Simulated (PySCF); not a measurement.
selenium hexafluoride (F₆Se), singlet, at a GFN2-xTB geometry, with bond 7-2 at 1.3 times its length; DF-B3LYP/def2-SVP (PySCF).

PySCF was given this input:
```python
from pyscf import gto, scf, dft

mol = gto.Mole()
mol.atom = '''
    F     0.97227429   -1.31989934   -0.49748921
    Se   -0.00000000    0.00000000    0.00000000
    F     1.22973411    1.08914258   -0.48628133
    F    -1.22973411   -1.08914258    0.48628133
    F    -0.69092966    0.08112488   -1.56556125
    F     0.69092966   -0.08112488    1.56556125
    F    -1.26395658    1.71586914    0.64673597
'''
mol.basis = 'def2-svp'
mol.verbose = 4
mol.build()

mf = dft.RKS(mol)
mf.xc = 'b3lyp'
mf.diis_space = 4
mf = mf.density_fit(auxbasis='def2-universal-jkfit')
mf.kernel()
mf.analyze()
```

The log (banner, timings and long lists left out):

```
PySCF version 2.14.0

[INPUT] verbose = 4
[INPUT] num. atoms = 7
[INPUT] num. electrons = 88
[INPUT] charge = 0
[INPUT] spin (= nelec alpha-beta = 2S) = 0
[INPUT] symmetry False subgroup None
[INPUT] Mole.unit = angstrom
[INPUT] Symbol           X                Y                Z      unit          X                Y                Z       unit  Magmom
[INPUT]  1 F      0.972274290000  -1.319899340000  -0.497489210000 AA    1.837332126056  -2.494248264594  -0.940118356826 Bohr   0.0
[INPUT]  2 Se     0.000000000000   0.000000000000   0.000000000000 AA    0.000000000000   0.000000000000   0.000000000000 Bohr   0.0
[INPUT]  3 F      1.229734110000   1.089142580000  -0.486281330000 AA    2.323860673936   2.058181186802  -0.918938533189 Bohr   0.0
[INPUT]  4 F     -1.229734110000  -1.089142580000   0.486281330000 AA   -2.323860673936  -2.058181186802   0.918938533189 Bohr   0.0
[INPUT]  5 F     -0.690929660000   0.081124880000  -1.565561250000 AA   -1.305667828739   0.153303805088  -2.958481993732 Bohr   0.0
[INPUT]  6 F      0.690929660000  -0.081124880000   1.565561250000 AA    1.305667828739  -0.153303805088   2.958481993732 Bohr   0.0
[INPUT]  7 F     -1.263956580000   1.715869140000   0.646735970000 AA   -2.388531769542   3.242522740193   1.222153858205 Bohr   0.0

nuclear repulsion = 783.75797071362
number of shells = 48
number of NR pGTOs = 218
number of NR cGTOs = 116
basis = def2-svp
ecp = {}

******** <class 'pyscf.df.df_jk.DFRKS'> ********
method = DFRKS
initial guess = minao
damping factor = 0
level_shift factor = 0
DIIS = <class 'pyscf.scf.diis.CDIIS'>
diis_start_cycle = 1
diis_space = 4
diis_damp = 0
SCF conv_tol = 1e-09
SCF conv_tol_grad = None
SCF max_cycles = 50
direct_scf = False
XC library pyscf.dft.libxc version 7.1.2
    S. Lehtola, C. Steigemann, M. J. T. Oliveira, and M. A. L. Marques,  SoftwareX 7, 1–5 (2018)
XC functionals = b3lyp
    P. J. Stephens, F. J. Devlin, C. F. Chabalowski, and M. J. Frisch,  J. Phys. Chem. 98, 11623 (1994)
radial grids:
    Treutler-Ahlrichs [JCP 102, 346 (1995); DOI:10.1063/1.469408] (M4) radial grids

becke partition: Becke, JCP 88, 2547 (1988); DOI:10.1063/1.454033
pruning grids: <function nwchem_prune>
grids dens level: 3
symmetrized grids: False
atomic radii adjust function: <function treutler_atomic_radii_adjust>
small_rho_cutoff = 0
Set gradient conv threshold to 3.16228e-05
Initial guess from minao.
tot grids = 106000
******** <class 'pyscf.df.df.DF'> ********
auxbasis = def2-universal-jkfit
init E= -2999.63904886825
  HOMO = -0.48405411092782  LUMO = -0.230757567468229  gap/eV = 6.89255
cycle= 1 E= -2999.21107751246  delta_E= 0.428  |g|= 1.57  |ddm|=  3.2

WARN: HOMO -0.172891434691733 == LUMO -0.172887664353645

cycle= 2 E= -2994.5982469115  delta_E= 4.61  |g|=  4.5  |ddm|= 6.98
  HOMO = -0.359130725622697  LUMO = -0.260266622527817  gap/eV = 2.69023
cycle= 3 E= -2999.25066461715  delta_E= -4.65  |g|= 1.52  |ddm|= 5.69
  HOMO = -0.328665955749016  LUMO = -0.23349533556363  gap/eV = 2.58972
cycle= 4 E= -2999.65342842581  delta_E= -0.403  |g|= 0.48  |ddm|= 1.49
  HOMO = -0.375880996238619  LUMO = -0.231014968311223  gap/eV = 3.94201
cycle= 5 E= -2999.6909307865  delta_E= -0.0375  |g|= 0.118  |ddm|= 0.314
  HOMO = -0.384114098343274  LUMO = -0.227185210437644  gap/eV = 4.27025
cycle= 6 E= -2999.69007020822  delta_E= 0.000861  |g|= 0.14  |ddm|= 0.165
  HOMO = -0.391322556087445  LUMO = -0.22728142575632  gap/eV = 4.46379
cycle= 7 E= -2999.69325357271  delta_E= -0.00318  |g|= 0.0268  |ddm|= 0.116
  HOMO = -0.389507913958509  LUMO = -0.229202885326773  gap/eV = 4.36212
cycle= 8 E= -2999.69335819387  delta_E= -0.000105  |g|= 0.0163  |ddm|= 0.0352
  HOMO = -0.38899518121157  LUMO = -0.228412085017378  gap/eV = 4.36969
cycle= 9 E= -2999.69339801792  delta_E= -3.98e-05  |g|= 0.00142  |ddm|= 0.0135
  HOMO = -0.388407975480208  LUMO = -0.22811534568071  gap/eV = 4.36178
cycle= 10 E= -2999.69339743593  delta_E= 5.82e-07  |g|= 0.00224  |ddm|= 0.00283
  HOMO = -0.388734257079479  LUMO = -0.228239604599697  gap/eV = 4.36728
cycle= 11 E= -2999.69339838174  delta_E= -9.46e-07  |g|= 0.000168  |ddm|= 0.00184
  HOMO = -0.388762127507647  LUMO = -0.228251526123687  gap/eV = 4.36772
cycle= 12 E= -2999.69339837839  delta_E= 3.34e-09  |g|= 0.000218  |ddm|= 0.000258
  HOMO = -0.388752914183327  LUMO = -0.228259546756848  gap/eV = 4.36725
cycle= 13 E= -2999.6933983859  delta_E= -7.51e-09  |g|= 7.49e-05  |ddm|= 0.000202
  HOMO = -0.388750802538329  LUMO = -0.228254526858833  gap/eV = 4.36733
cycle= 14 E= -2999.6933983865  delta_E= -6.02e-10  |g|= 4.53e-05  |ddm|= 8.38e-05
  HOMO = -0.38875196725372  LUMO = -0.228253788519369  gap/eV = 4.36738
cycle= 15 E= -2999.69339838682  delta_E= -3.24e-10  |g|= 3.52e-06  |ddm|= 3.22e-05
  HOMO = -0.388751645724979  LUMO = -0.22825396352282  gap/eV = 4.36736
Extra cycle  E= -2999.69339838682  delta_E= -9.09e-13  |g|= 4.58e-06  |ddm|= 5.59e-06
converged SCF energy = -2999.69339838682
**** SCF Summaries ****
Total Energy =                       -2999.693398386824811
Nuclear Repulsion Energy =             783.757970713620011
One-electron Energy =                -5733.805030375481692
Two-electron Energy =                 1950.353661275036757
Two-electron Coulomb Energy =         2100.314203649928004
DFT Exchange-Correlation Energy =     -149.960542374891361
HOMO-LUMO gap [eV] =                     4.367364385718234
**** MO energy ****
MO #1   energy= -454.167182262565  occ= 2
MO #2   energy= -58.3660935467952  occ= 2
MO #3   energy= -52.4347041444037  occ= 2
MO #4   energy= -52.4343591730382  occ= 2
MO #5   energy= -52.4343590884559  occ= 2
MO #6   energy= -24.7745573296563  occ= 2
MO #7   energy= -24.7745338482935  occ= 2
MO #8   energy= -24.7745257133292  occ= 2
MO #9   energy= -24.7743003563515  occ= 2
MO #10  energy= -24.7698490773898  occ= 2
MO #11  energy= -24.6879510564393  occ= 2
MO #12  energy= -8.13421005008527  occ= 2
MO #13  energy= -6.07751651511167  occ= 2
MO #14  energy= -6.07751627231631  occ= 2
MO #15  energy= -6.0764780809881   occ= 2
MO #16  energy= -2.43269210182431  occ= 2
MO #17  energy= -2.43016272065826  occ= 2
MO #18  energy= -2.42868567149042  occ= 2
MO #19  energy= -2.42780112596959  occ= 2
MO #20  energy= -2.42779942185661  occ= 2
MO #21  energy= -1.33490717670183  occ= 2
MO #22  energy= -1.25809187637809  occ= 2
MO #23  energy= -1.25808776526746  occ= 2
MO #24  energy= -1.23445911793769  occ= 2
MO #25  energy= -1.22040128316652  occ= 2
MO #26  energy= -1.10121196291431  occ= 2
MO #27  energy= -0.82275927714932  occ= 2
MO #28  energy= -0.645848197774957 occ= 2
MO #29  energy= -0.645846139261358 occ= 2
MO #30  energy= -0.624565556387688 occ= 2
MO #31  energy= -0.549199977356623 occ= 2
MO #32  energy= -0.532598482825901 occ= 2
MO #33  energy= -0.532592087166043 occ= 2
MO #34  energy= -0.52573387519067  occ= 2
MO #35  energy= -0.503077015844767 occ= 2
MO #36  energy= -0.49132542591825  occ= 2
MO #37  energy= -0.491322759975741 occ= 2
MO #38  energy= -0.488164909464841 occ= 2
MO #39  energy= -0.470782992670382 occ= 2
MO #40  energy= -0.470775720376821 occ= 2
MO #41  energy= -0.462118061038442 occ= 2
MO #42  energy= -0.424119378902219 occ= 2
MO #43  energy= -0.388754827497962 occ= 2
MO #44  energy= -0.388751645724979 occ= 2
MO #45  energy= -0.22825396352282  occ= 0
MO #46  energy= -0.0453235573600477 occ= 0
MO #47  energy= 0.0339559591018853 occ= 0
MO #48  energy= 0.0339577726617935 occ= 0
MO #49  energy= 0.245330268707995  occ= 0
MO #50  energy= 0.375883106342774  occ= 0
MO #51  energy= 0.375888545877875  occ= 0
MO #52  energy= 0.409567041200565  occ= 0
 ** Mulliken pop on meta-lowdin orthogonal AOs  **
 ** Mulliken pop  **
 ** Mulliken atomic charges  **
charge of    0F =     -0.39897
charge of    1Se =      2.25339
charge of    2F =     -0.37014
charge of    3F =     -0.37014
charge of    4F =     -0.37014
charge of    5F =     -0.37014
charge of    6F =     -0.37386
Dipole moment(X, Y, Z, Debye):  0.85891, -1.16598, -0.43945
```
